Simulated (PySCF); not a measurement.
PySCF input (B3PW91/6-31G* (5d)):

```python
from pyscf import gto, dft

mol = gto.M(
    atom='''
    C    -1.85811400    1.48131200    0.15701600
    Si   -0.77277800    0.36046800    1.12291400
    C    -1.44249800   -1.39205900    1.20238600
    Si    1.32218000    0.29307300    0.04822700
    Cl    1.02947500   -0.59629100   -1.81697600
    H    -2.40069100    1.14453400   -0.71948300
    H    -1.92698500    2.54547900    0.35103400
    H    -0.55290100    0.91590800    2.48501400
    H    -1.54643000   -1.80254800    0.19642800
    H    -0.76917100   -2.04195300    1.76402900
    H    -2.42103100   -1.41253500    1.68503100
    H     1.90244100    1.63454600   -0.19060000
    H     2.32575200   -0.53157600    0.76474000
    ''',
    basis='6-31g*',
    charge=0,
    spin=1,
    verbose=4,
)

mf = dft.UKS(mol, xc='b3pw91')
mf.grids.level = 3
mf.conv_tol = 1e-9
mf.max_cycle = 100
mf.max_memory = 1500
mf.kernel()
if not mf.converged:
    mf = mf.newton()
    mf.kernel(mf.make_rdm1())
mo, _, stable, _ = mf.stability(return_status=True)
if not stable:
    mf.kernel(mf.make_rdm1(mo, mf.mo_occ))
    stable = mf.stability(return_status=True)[2]
mf.dip_moment()
```

Output:

```
PySCF version 2.14.0

[INPUT] verbose = 4
[INPUT] num. atoms = 13
[INPUT] num. electrons = 65
[INPUT] charge = 0
[INPUT] spin (= nelec alpha-beta = 2S) = 1
[INPUT] symmetry False subgroup None
[INPUT] Mole.unit = angstrom
[INPUT] Symbol           X                Y                Z      unit          X                Y                Z       unit  Magmom
[INPUT]  1 C     -1.858114000000   1.481312000000   0.157016000000 AA   -3.511326568220   2.799273985032   0.296717237175 Bohr   0.0
[INPUT]  2 Si    -0.772778000000   0.360468000000   1.122914000000 AA   -1.460338775089   0.681185796670   2.121999921440 Bohr   0.0
[INPUT]  3 C     -1.442498000000  -1.392059000000   1.202386000000 AA   -2.725926155233  -2.630610259236   2.272180236011 Bohr   0.0
[INPUT]  4 Si     1.322180000000   0.293073000000   0.048227000000 AA    2.498558087377   0.553827704505   0.091135821809 Bohr   0.0
[INPUT]  5 Cl     1.029475000000  -0.596291000000  -1.816976000000 AA    1.945425802087  -1.126826680543  -3.433587014908 Bohr   0.0
[INPUT]  6 H     -2.400691000000   1.144534000000  -0.719483000000 AA   -4.536648499708   2.162855800253  -1.359625821280 Bohr   0.0
[INPUT]  7 H     -1.926985000000   2.545479000000   0.351034000000 AA   -3.641473896145   4.810258165832   0.663358120411 Bohr   0.0
[INPUT]  8 H     -0.552901000000   0.915908000000   2.485014000000 AA   -1.044831463998   1.730815275298   4.695995875710 Bohr   0.0
[INPUT]  9 H     -1.546430000000  -1.802548000000   0.196428000000 AA   -2.922329170811  -3.406322046383   0.371195123196 Bohr   0.0
[INPUT] 10 H     -0.769171000000  -2.041953000000   1.764029000000 AA   -1.453522532958  -3.858731929234   3.333531685790 Bohr   0.0
[INPUT] 11 H     -2.421031000000  -1.412535000000   1.685031000000 AA   -4.575085529082  -2.669304291363   3.184247101402 Bohr   0.0
[INPUT] 12 H      1.902441000000   1.634546000000  -0.190600000000 AA    3.595092458144   3.088844278003  -0.360181799342 Bohr   0.0
[INPUT] 13 H      2.325752000000  -0.531576000000   0.764740000000 AA    4.395034313659  -1.004533054392   1.445149156500 Bohr   0.0

nuclear repulsion = 340.151639013975
number of shells = 52
number of NR pGTOs = 239
number of NR cGTOs = 98
basis = 6-31g*
ecp = {}

******** <class 'pyscf.dft.uks.UKS'> ********
method = UKS
initial guess = minao
damping factor = 0
level_shift factor = 0
DIIS = <class 'pyscf.scf.diis.CDIIS'>
diis_start_cycle = 1
diis_space = 8
diis_damp = 0
SCF conv_tol = 1e-09
SCF conv_tol_grad = None
SCF max_cycles = 100
direct_scf = True
direct_scf_tol = 1e-13
number electrons alpha = 33  beta = 32
XC library pyscf.dft.libxc version 7.1.2
    S. Lehtola, C. Steigemann, M. J. T. Oliveira, and M. A. L. Marques,  SoftwareX 7, 1–5 (2018)
XC functionals = b3pw91
    A. D. Becke,  J. Chem. Phys. 98, 5648 (1993)
radial grids:
    Treutler-Ahlrichs [JCP 102, 346 (1995); DOI:10.1063/1.469408] (M4) radial grids

becke partition: Becke, JCP 88, 2547 (1988); DOI:10.1063/1.454033
pruning grids: <function nwchem_prune>
grids dens level: 3
symmetrized grids: False
atomic radii adjust function: <function treutler_atomic_radii_adjust>
small_rho_cutoff = 0
Set gradient conv threshold to 3.16228e-05
tot grids = 163944
init E= -1120.03800757316
  alpha nocc = 33  HOMO = -0.21494945411539  LUMO = -0.0582771568360685
  beta  nocc = 32  HOMO = -0.309727822568316  LUMO = -0.21494945411539

WARN: HOMO -0.21494945411539 >= LUMO -0.21494945411539

cycle= 1 E= -1119.96314972329  delta_E= 0.0749  |g|= 0.32  |ddm|= 2.18
  alpha nocc = 33  HOMO = -0.17187503540043  LUMO = -0.0247354218908402
  beta  nocc = 32  HOMO = -0.262837702139987  LUMO = -0.0584341017289893
  HOMO = -0.1718750354  LUMO = -0.058434101729  gap/eV = 3.08689
cycle= 2 E= -1119.931757884  delta_E= 0.0314  |g|= 0.395  |ddm|= 0.794
  alpha nocc = 33  HOMO = -0.225615195117136  LUMO = -0.0099442899486224
  beta  nocc = 32  HOMO = -0.275367463164223  LUMO = -0.0963362192246673
  HOMO = -0.225615195117  LUMO = -0.0963362192247  gap/eV = 3.51786
cycle= 3 E= -1120.02740629366  delta_E= -0.0956  |g|= 0.0195  |ddm|= 0.499
  alpha nocc = 33  HOMO = -0.231264290854075  LUMO = -0.0155678419661829
  beta  nocc = 32  HOMO = -0.281382376361312  LUMO = -0.0903828461236054
  HOMO = -0.231264290854  LUMO = -0.0903828461236  gap/eV = 3.83358
cycle= 4 E= -1120.02784455462  delta_E= -0.000438  |g|= 0.0113  |ddm|= 0.053
  alpha nocc = 33  HOMO = -0.232001703799777  LUMO = -0.0132200832698839
  beta  nocc = 32  HOMO = -0.279906254691525  LUMO = -0.0884433281852064
  HOMO = -0.2320017038  LUMO = -0.0884433281852  gap/eV = 3.90642
cycle= 5 E= -1120.02794809578  delta_E= -0.000104  |g|= 0.00378  |ddm|= 0.0229
  alpha nocc = 33  HOMO = -0.232052648528677  LUMO = -0.0131760329192838
  beta  nocc = 32  HOMO = -0.279868980947191  LUMO = -0.0876743014469352
  HOMO = -0.232052648529  LUMO = -0.0876743014469  gap/eV = 3.92873
cycle= 6 E= -1120.02795899193  delta_E= -1.09e-05  |g|= 0.00173  |ddm|= 0.0069
  alpha nocc = 33  HOMO = -0.232365649961748  LUMO = -0.0132679418514092
  beta  nocc = 32  HOMO = -0.279955451626624  LUMO = -0.08770285141948
  HOMO = -0.232365649962  LUMO = -0.0877028514195  gap/eV = 3.93648
cycle= 7 E= -1120.0279614311  delta_E= -2.44e-06  |g|= 0.000431  |ddm|= 0.00317
  alpha nocc = 33  HOMO = -0.23226986957615  LUMO = -0.0132572187576558
  beta  nocc = 32  HOMO = -0.279933256893334  LUMO = -0.0875856223559497
  HOMO = -0.232269869576  LUMO = -0.0875856223559  gap/eV = 3.93706
cycle= 8 E= -1120.02796157277  delta_E= -1.42e-07  |g|= 0.000196  |ddm|= 0.000832
  alpha nocc = 33  HOMO = -0.232316516239208  LUMO = -0.0132630189594316
  beta  nocc = 32  HOMO = -0.279939074937657  LUMO = -0.0876403260869547
  HOMO = -0.232316516239  LUMO = -0.087640326087  gap/eV = 3.93684
cycle= 9 E= -1120.02796160114  delta_E= -2.84e-08  |g|= 5.5e-05  |ddm|= 0.000336
  alpha nocc = 33  HOMO = -0.232306596401428  LUMO = -0.0132607633253725
  beta  nocc = 32  HOMO = -0.279938151333238  LUMO = -0.0876330508922201
  HOMO = -0.232306596401  LUMO = -0.0876330508922  gap/eV = 3.93677
cycle= 10 E= -1120.02796160349  delta_E= -2.35e-09  |g|= 1.14e-05  |ddm|= 0.000101
  alpha nocc = 33  HOMO = -0.232306667146765  LUMO = -0.0132597348962089
  beta  nocc = 32  HOMO = -0.279936779766788  LUMO = -0.0876337429741243
  HOMO = -0.232306667147  LUMO = -0.0876337429741  gap/eV = 3.93675
cycle= 11 E= -1120.02796160359  delta_E= -9.73e-11  |g|= 4.61e-06  |ddm|= 2.54e-05
  alpha nocc = 33  HOMO = -0.232306274986374  LUMO = -0.0132607843649515
  beta  nocc = 32  HOMO = -0.279937437263897  LUMO = -0.087633139908375
  HOMO = -0.232306274986  LUMO = -0.0876331399084  gap/eV = 3.93676
Extra cycle  E= -1120.02796160359  delta_E= -5.68e-12  |g|= 3.99e-06  |ddm|= 1.36e-05
converged SCF energy = -1120.02796160359  <S^2> = 0.7545704  2S+1 = 2.0045652
uhf_internal: lowest eigs of H = [0.29922981 0.33640177 0.3468466 ]
<class 'pyscf.dft.uks.UKS'> wavefunction is stable in the internal stability analysis
Dipole moment(X, Y, Z, Debye): -1.10480,  0.51400,  1.64246
```

The geometry given is a B3LYP-D3(BJ)/def2-TZVP minimum.
